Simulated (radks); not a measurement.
Results of a calculation; reference values are marked as such.
Problem. Ionisation ladder of tellurium, from Te XLI to Te XLVIII. Each ion is in the ground configuration listed by NIST, and IE = E(next ion) - E(this ion). Level of theory: scalar-relativistic Kohn-Sham, PBE, spin-polarised, spherical densities, finite nucleus; open shells are filled with parallel spins first (spin-orbit coupling, left out, can overturn this in heavy ions); Fermi nuclear charge, rms radius 4.7423 fm (a radial shooting solver on a logarithmic mesh with Libxc functionals).

| species | configuration | IE, Delta-SCF (eV) | -e(HOMO) (eV) | HOMO | <r> HOMO (bohr) |
|---|---|---|---|---|---|
| Te XLI | [Ne] 3s2 | 2963.5 | 2928.3 | 3s | 0.284 |
| Te XLII | [Ne] 3s1 | ? | 3013.3 | 3s up | 0.282 |
| Te XLIII | [Ne] | ? | 7012.7 | 2p | 0.102 |
| Te XLIV | [He] 2s2 2p5 | 7336.3 | 7230.2 | 2p down | 0.102 |
| Te XLV | [He] 2s2 2p4 | ? | 7446.1 | 2p down | 0.101 |
| Te XLVI | [He] 2s2 2p3 | 7841.7 | 7730.1 | 2p up | 0.0996 |
| Te XLVII | [He] 2s2 2p2 | ? | 7956.7 | 2p up | 0.0988 |
| Te XLVIII | [He] 2s2 2p1 | 8290.5 | 8181.5 | 2p up | 0.0981 |

Estimate the withheld Delta-SCF values.

Solution. Te XLII: 3049.0 eV (NIST 3041.0); Te XLIII: 7119.3 eV (NIST 7022); Te XLV: 7550.2 eV (NIST 7485); Te XLVII: 8067.7 eV (NIST 8240).
